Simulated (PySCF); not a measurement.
Gas-phase reaction: Ga2F6 + 2 Cl2 = 2 GaF + 4 ClF

Method: PySCF energies plus ideal-gas RRHO corrections (1 bar). † marks an energy on the PBE0/def2-TZVP geometry and frequencies. MP2 freezes the core. All species are closed-shell singlets. B3LYP is the form with VWN-RPA correlation. Ga: all electrons, no relativistic terms. Ga2F6: computed as isolated molecules; such fragments, hydroxides, amides, oligomers or adducts are transient or little studied in the gas. MP2 isn't extrapolated to the basis-set limit; its ΔH°(298 K) is 1437.3 kJ in def2-SVP and 1384.1 kJ in def2-TZVPP. The harmonic model lacks anharmonicity and excited electronic states, which grow with temperature; levels with a mode under 35 cm⁻¹ are left out. Soft modes under 120 cm⁻¹ make the harmonic entropy rough for Ga2F6.

| level | ΔE electronic, kJ | ΔH°(298 K), kJ | ΔS°(298 K), J/K | ΔG°(600 K), kJ |
|---|---|---|---|---|
| B3LYP/def2-TZVP† | 1170 | 1157 | 452 | 888 |
| MP2/def2-SVP† | 1450 | 1437 | 452 | 1169 |
| MP2/def2-TZVPP† | 1397 | 1384 | 452 | 1116 |
| PBE0/def2-QZVP† | 1243 | 1231 | 452 | 962 |
| PBE0/def2-SVP† | 1324 | 1311 | 452 | 1043 |
ΔH° is lowest at B3LYP/def2-TZVP† and highest at MP2/def2-SVP†. No reference value is set beside these.
